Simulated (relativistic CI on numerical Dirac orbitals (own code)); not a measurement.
Slater and spin-orbit integrals, Eu⁵⁷⁺

Method of calculation: Dirac-Coulomb-Breit CI, KLI orbitals optimised for each configuration, QED by a radiative potential, unscaled Slater integrals (own radial code, finite nucleus).

Slater integrals F^k, G^k are unscaled and averaged over j, outside the closed core 1s2; ζ comes from projecting the Hamiltonian with its Breit term on Σ l·s of the shell.

- 2s2 2p2: F^2(2p,2p) = 1.1901e+06, ζ(2p) = 3.7664e+06 cm⁻¹; <r>(2p) = 0.07944, <r^2>(2p) = 0.007666 (bohr units).
- 2s 2p3: F^2(2p,2p) = 1.1889e+06, G^1(2s,2p) = 1.2668e+06, ζ(2p) = 3.7546e+06 cm⁻¹; <r>(2s) = 0.09091, <r^2>(2s) = 0.009771, <r>(2p) = 0.07952, <r^2>(2p) = 0.007681 (bohr units).
- 2p4: F^2(2p,2p) = 1.1871e+06, ζ(2p) = 3.743e+06 cm⁻¹; <r>(2p) = 0.07963, <r^2>(2p) = 0.007704 (bohr units).

Averages of the first 10 configurations, taken without configuration mixing, which lowers the lowest level and can move excited configurations by several eV; other configurations of the list can lie among them:

```
Configuration  Parity  States  Average energy above the lowest level (eV)
      2s2 2p2    even      15                                       924.4
       2s 2p3     odd      40                                      1632.1
          2p4    even      15                                      2391.8
       2p3 3s     odd      40                                      9042.1
       2p3 3p    even     120                                      9248.5
       2p3 3d     odd     200                                      9417.1
    2s2 2p 3s     odd      12                                      7639.8
    2s2 2p 3p    even      36                                      7855.3
    2s2 2p 3d     odd      60                                      8024.0
    2s 2p2 3s    even      60                                      8314.8
```
